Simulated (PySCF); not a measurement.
## Spectroscopy problems

One conformer, in vacuum, rapidly exchanging positions averaged, no relativistic terms. Structure optimised with PBE0-D3(BJ)/def2-SVP; J: B3LYP/pcJ-1 (spin–dipole term left out of most H,H and C,H couplings); PBE0/pcSseg-1 with gauge-including orbitals; PySCF 2.14.

Scale: TMS for $^{1}$H, $^{13}$C (reference shieldings calculated alike). Multiplet labels drop J under 1 Hz and among equivalent protons, and merge close values. Unscaled 3J(H,H) run several per cent high. Where no couplings were computed, multiplicities follow the n + 1 count of equivalent neighbours, and m marks all less simple cases (inequivalent or close neighbours, rings, F or P nearby). Vicinal couplings that depend on rotamer populations or ring flexing (ring, CH–CH, X–H and H–F types) are those of the one conformer. One-bond C–F couplings are unscaled and too large by tens of Hz. Couplings to H on boron are left out. Carbons bonded to boron are broad in practice. Shifts are as computed. Against solution values, carbons near 30 ppm lie about +2 ppm off and those near 130 ppm about +5 ppm. Of 1211 compounds with measured shifts, 218 miss one by over three times the rms of a fit or turn the order of signals round; such compounds aren't used in these exercises.

(1) C₆H₁₀O₃. $^{1}$H NMR (400 MHz, computed): δ 7.72 (m, 1H), 5.09 (m, 1H), 4.71 (m, 1H), 3.34 (s, 3H), 3.32 (t, 2H), 2.57 (t, 2H). $^{13}$C{$^{1}$H} NMR (computed): δ 171.9 (C), 147.3 (CH), 101.0 (CH2), 68.7 (CH2), 59.5 (CH3), 35.7 (CH2). What is it?

(2) C₅H₁₃BSSi. $^{1}$H NMR (300 MHz, computed): δ 7.57 (br, 1H), 4.50 (s, 3H), 2.07 (m, 1H), 2.05 (m, 1H), 1.92 (m, 1H), 1.78 (m, 1H), 1.72 (m, 1H), 1.54 (m, 1H), 1.28 (m, 1H), 1.23 (m, 1H), 0.82 (m, 1H). $^{13}$C{$^{1}$H} NMR (computed): δ 44.2 (CH), 36.4 (CH2), 32.3 (CH2), 30.1 (CH2), 24.7 (CH2). Give a structure.

(3) C₅H₆F₂. $^{1}$H NMR (600 MHz, computed): δ 6.71 (m, 1H), 6.53 (m, 1H), 6.24 (ttt, J = 63.8, 2.1, 1.2 Hz, 1H), 5.72 (dtq, J = 18.2, 2.2, 1.2 Hz, 1H), 5.66 (d of t of quint, J = 11.3, 2.1, 1.2 Hz, 1H), 5.65 (m, 1H). $^{13}$C{$^{1}$H} NMR (computed): δ 143.5 (CH), 142.0 (CH, t, J = 11.2 Hz), 133.3 (CH, t, J = 19.1 Hz), 131.0 (CH2), 115.7 (CH, t, J = 301.1 Hz). Identify the compound.

Results:

(1) `C=COC(=O)CCOC`. Rings plus π bonds: 2 (no ring in the answer). 6 carbon signals for 6 carbons: no two carbons are equivalent. Carbon types of the structure: 1 × C, 1 × CH, 3 × CH2, 1 × CH3, which accounts for all hydrogens. δC 171.9: ester carbonyl carbon; it is a carbonyl in resonance with an O or N lone pair, the region of acids, esters and amides. δC 147.3: alkene carbon bearing oxygen; an sp2 carbon further deshielded by the attached heteroatom. δC 101.0: β carbon of an enol-ether or enamine type C=C; the O or N lone pair pushes π density onto this β carbon and shields it. δC 68.7: sp3 CH2 bonded to O; pulled downfield by the heteroatom.

The shifts were computed for this structure.

(2) `[SiH3]S[C@@H]1BCCCC1`. 5 carbon signals for 5 carbons: no two carbons are equivalent. Carbon types of the structure: 1 × CH, 4 × CH2, leaving 4 H on heteroatoms. δC 36.4, 30.1, 24.7: sp3 CH2 in a ring; saturated and bonded to C and H only. δC 32.3: sp3 CH2 bonded to B. δH 2.07, 1.78, 1.72, 1.54, 1.28, 1.23: hydrogen on an sp3 CH2 in a ring. δH 1.92: hydrogen on an sp3 CH bonded to B and S.

The data come from this structure; uniqueness wasn't tested.

(3) SMILES FC(/C=C/C=C)F. The formula gives 2 degrees of unsaturation (no ring in the answer). 5 carbon signals for 5 carbons: no two carbons are equivalent. Carbon types of the structure: 4 × CH, 1 × CH2, which accounts for all hydrogens. δC 143.5, 142.0, 133.3: alkene CH; as expected for a trigonal carbon in a double bond. δC 131.0: terminal =CH2 carbon; the olefinic region. δC 115.7: allylic sp3 CH bonded to 2 F; 2 electronegative neighbours deshield it. δH 5.72, 5.66: hydrogen on a terminal =CH2 carbon; a vinylic proton, deshielded by the sp2 carbon and the C=C anisotropy.

The data come from this structure; uniqueness wasn't tested.
